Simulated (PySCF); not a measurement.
**Does the structure fit the spectrum?**

A compound C$_{6}$H$_{3}$F$_{3}$ gives the data below (simulated from a calculation) and was assigned the structure `Fc1ccc(F)c(F)c1`.

¹³C{¹H} NMR (computed): δ 174.5 (C, 3C), 104.3 (CH, 3C).

¹H NMR (300 MHz, computed): δ 6.71 (m, 3H).

Level of theory: NMR shieldings at B97-2/pcSseg-2/GIAO, geometry: PBE0-D3(BJ)/def2-TZVP, in PySCF (rapidly exchanging positions averaged, non-relativistic Hamiltonian, one conformer, gas phase).

References, each an isolated molecule treated in the same way: TMS for ¹H, ¹³C.

(1) Compare with the shifts computed for the proposed structure, pairing carbons in order of shift.

(2) Which isomer fits?

Results:

(1) Atoms are numbered as in `[F:1][c:2]1[cH:3][cH:4][c:5]([F:6])[c:7]([F:8])[cH:9]1`. Hydrogens are named by the atom that carries them.

```json
{"atom": "C2", "computed for proposal": "168.2", "given list": "174.5", "difference": "-6.3"}
{"atom": "C7", "computed for proposal": "160.9", "given list": "174.5", "difference": "-13.6"}
{"atom": "C5", "computed for proposal": "156.5", "given list": "174.5", "difference": "-18.0"}
{"atom": "C4", "computed for proposal": "124.1", "given list": "104.3", "difference": "+19.8"}
{"atom": "C3", "computed for proposal": "116.0", "given list": "104.3", "difference": "+11.7"}
{"atom": "C9", "computed for proposal": "111.2", "given list": "104.3", "difference": "+6.9"}
```

The rms difference is 13.7 ppm and the largest +19.8 ppm at C4 (aromatic CH). The proposal also would give 6 carbon signals, not 2. The proposal doesn't fit.

(2) SMILES Fc1cc(F)cc(F)c1.

1. Carbon types of the structure: 3 × C, 3 × CH, which accounts for all hydrogens.
2. δC 174.5: aromatic carbon bearing fluorine; an ipso carbon deshielded by its heteroatom.
3. δC 104.3: aromatic CH.
4. δH 6.71: hydrogen on an aromatic CH; it sits in the deshielding region of the aromatic ring current.

The shifts were computed for this structure.

Splittings by ¹⁹F in the carbon and heteronuclear signals aren't shown, as no couplings were computed. Shifts are as computed. Against solution values, carbons near 30 ppm lie about +3 ppm off and those near 130 ppm about +7 ppm. Of 1211 compounds with measured shifts, 218 miss one by over three times the rms of a fit or turn the order of signals round; such compounds aren't used in these exercises.
